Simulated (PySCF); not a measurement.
C₂H₅ClSi, SMILES [SiH3]/C=C\Cl. Coordinates come from a ωB97X-D3(BJ)/def2-SVP optimisation. The structure was generated by enumeration; whether it is a known compound was not checked.

Method: ωB97X-D3(BJ)/def2-SVP run with PySCF.

Harmonic wavenumbers (cm⁻¹): 125, 142, 322, 478, 640, 655, 723, 745, 840, 946, 962, 966, 992, 1163, 1328, 1695, 2261, 2265, 2266, 3197, 3234. Rotational constants (GHz): 9.254, 2.509, 2.021; symmetry number 1.

### Question
Work out the zero-point energy and the ideal-gas rigid-rotor harmonic-oscillator thermochemistry at 298.15 K and 1 atm.

### Answer
ZPE = ½ Σ hcν = ½ × 25944 cm⁻¹ = 155.18 kJ/mol. H − E(el) = 172.23 kJ/mol. Entropy in J/(mol K): translation 165.22, rotation 110.16, vibration 40.97, total 316.35. G − E(el) = 77.91 kJ/mol. Cp = 86.95 J/(mol K). Modes under 150 cm⁻¹ make the vibrational entropy uncertain.
